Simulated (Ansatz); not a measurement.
`[SH][Ga]([Cl])[Cl]` + `C[O][Ge][O]C` → `C[O][Ga]([Cl])[Cl]` + `C[O][Ge][SH]`  (redistribution)

Gas-phase electronic energies from Ansatz, PBE0-D4/def2-TZVP geometries. CBS: MP2 limit from def2 TZ/QZ plus the TZ coupled-cluster correction, frozen cores. DFT in def2-TZVPP. B3LYP here is the variant with VWN-RPA as its local correlation; programs differ in this. HSE06 is defined as in plane-wave codes. For Ga, Ge outer-core shells are correlated without core-valence functions, which leaves a few kJ/mol of doubt a bond. Scalar relativity is left out up to krypton. Each species was taken in one conformer, which may not be the lowest.

`[SH][Ga]([Cl])[Cl]`:

Cartesian coordinates in Å:
```
S 0.796 -0.455 -1.490
Ga -0.240 0.405 0.218
Cl -0.940 2.406 0.146
Cl -0.578 -0.721 1.990
H 0.962 -1.634 -0.864
```

`C[O][Ge][O]C`:

Cartesian coordinates in Å:
```
C 0.236 1.067 1.882
O -0.258 1.805 0.786
Ge -0.564 1.248 -0.866
O -0.059 -0.461 -0.649
C -0.106 -1.381 -1.711
H 1.143 1.549 2.259
H -0.510 1.071 2.683
H 0.465 0.033 1.615
H -0.770 -2.212 -1.453
H -0.471 -0.934 -2.647
H 0.893 -1.785 -1.898
```

`C[O][Ga]([Cl])[Cl]`:

Cartesian coordinates in Å:
```
C 0.341 0.062 -1.268
O 0.665 0.499 0.035
Ga -0.244 0.040 1.468
Cl -1.935 -1.235 1.304
Cl 0.375 0.779 3.344
H 0.159 0.933 -1.904
H 1.185 -0.499 -1.680
H -0.547 -0.579 -1.299
```

`C[O][Ge][SH]`:

Cartesian coordinates in Å:
```
C -0.621 0.701 -0.405
O -0.487 0.588 0.987
Ge 0.494 -0.510 1.986
S 1.566 -1.786 0.448
H 0.334 0.947 -0.886
H -1.011 -0.221 -0.852
H -1.327 1.507 -0.618
H 1.052 -1.227 -0.660
```

(1) Is it downhill or uphill in electronic energy at CCSD(T)/CBS, and by how much? (Best estimate.)

(2) What do these levels give: B97M-V, HSE06-D4, CAM-B3LYP-D4, ωB97X-V, PBE-QIDH, PBE0, B3LYP, HSE06, CCSD/def2-TZVPP, HF/def2-QZVPP, MP2/def2-QZVPP, MP2/CBS(def2)? (Best estimate.)

Largest T1 diagnostic among the species: 0.015.

Answers

(1) Ansatz gave: Uphill: ΔE = +0.41 eV.

(2) Ansatz gave: B97M-V 0.41, HSE06-D4 0.40, CAM-B3LYP-D4 0.43, ωB97X-V 0.44, PBE-QIDH 0.43, PBE0 0.41, B3LYP 0.41, HSE06 0.40, CCSD/def2-TZVPP 0.42, HF/def2-QZVPP 0.44, MP2/def2-QZVPP 0.42, MP2/CBS(def2) 0.43 eV.

From BLYP to BHLYP (50 % exact exchange), in def2-TZVPP and without D4, ΔE moves by +0.05 eV. Leaving LDA and LC-ωPBE aside and taking each functional with its dispersion term where it has one, the values, not all of them listed here, spread over 0.09 eV, from revPBE-D4 to ωB97X-V.
